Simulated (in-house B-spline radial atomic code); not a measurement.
A fraction x of an electron is removed from 4s in the titanium ion Ti⁺, starting from [Ar] 3d2 4s1 and keeping the highest spin. Method: scalar-relativistic (X2C) SCAN, spin-polarised, spherical fractional occupations, Fermi nucleus of rms radius 3.5921 fm. Calculated with a radial B-spline atomic code at the basis-set limit.

| x | E(x) - E(0) (eV) | 4s up level (eV) |
| --- | --- | --- |
| 0 | 0.0000 | -11.209 |
| 0.08 | 0.9150 | -11.661 |
| 0.2 | 2.3562 | -12.382 |
| 0.37 | 4.5544 | -13.450 |
| 0.38 | 4.6891 | -13.504 |
| 0.5 | 6.3452 | -14.086 |
| 0.61 | 7.9237 | -14.619 |
| 0.74 | 9.8675 | -15.290 |
| 0.78 | 10.4832 | -15.499 |
| 0.92 | 12.7037 | -16.214 |
| 1 | 14.0160 | - |

The exact functional would give a straight line between the two integer points. Deviations E(x) - E(0) - x[E(1) - E(0)], in eV: -0.206 at x = 0.08, -0.447 at x = 0.2, -0.632 at x = 0.37, -0.637 at x = 0.38, -0.663 at x = 0.5, -0.626 at x = 0.61, -0.504 at x = 0.74, -0.449 at x = 0.78, -0.191 at x = 0.92.

The curve lies below the straight line by up to 0.663 eV (at x = 0.5): convex, the delocalisation error that favours fractional charges.

(1) How well does Slater's transition state (minus the level at half occupation) give the ionisation energy?

Answers

(1) It gives 14.086 eV against 14.016 eV from the two total energies; NIST lists 13.58 eV, ground level to ground level.
